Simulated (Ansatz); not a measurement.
Reaction (silylene loss): `BC(C)B[SiH3]` → `BC(B)C` + `[SiH2]`

Computed with Ansatz on PBE0-D4/def2-TZVP structures; ΔE is electronic, products minus reactants. CCSD(T)/CBS adds triple-zeta CCSD(T) − MP2 to the extrapolated MP2 energy (def2 sets, frozen cores). This one scheme is used for every species. Functionals use def2-TZVPP. B3LYP here is the variant with VWN-RPA as its local correlation; programs differ in this. Each species was taken in one conformer, which may not be the lowest.

```json
{"level": "ωB97X-V", "ΔE (kJ/mol)": "231.6"}
{"level": "ωB97M-V", "ΔE (kJ/mol)": "214.3"}
{"level": "r2SCAN", "ΔE (kJ/mol)": "242.4"}
{"level": "B3LYP", "ΔE (kJ/mol)": "202.7"}
{"level": "MP2/def2-TZVPP", "ΔE (kJ/mol)": "229.0"}
{"level": "HF/def2-QZVPP", "ΔE (kJ/mol)": "189.2"}
{"level": "MP2/def2-QZVPP", "ΔE (kJ/mol)": "232.4"}
{"level": "HF/CBS(def2)", "ΔE (kJ/mol)": "189.3"}
```

**Question.** What does CCSD(T)/CBS give? (Estimate.)

**Answer.** Ansatz gave: +221.0 kJ/mol. The listed levels differ from it by 10.6, -6.7, 21.4, -18.3, 8.0, -31.8, 11.4, -31.7 kJ/mol.

Largest T1 diagnostic among the species: 0.014.

The D4 term adds +14.1 kJ/mol with B3LYP and +7.9 kJ/mol with PBE0; it sums over pairs of atoms, weighted by their polarisabilities, and B3LYP, whose exchange is more repulsive, gets the larger term. In def2-TZVPP, CCSD(T) changes the Hartree–Fock value by +26.0 kJ/mol (the triples alone add +6.2 kJ/mol) and MP2 by +39.9 kJ/mol.
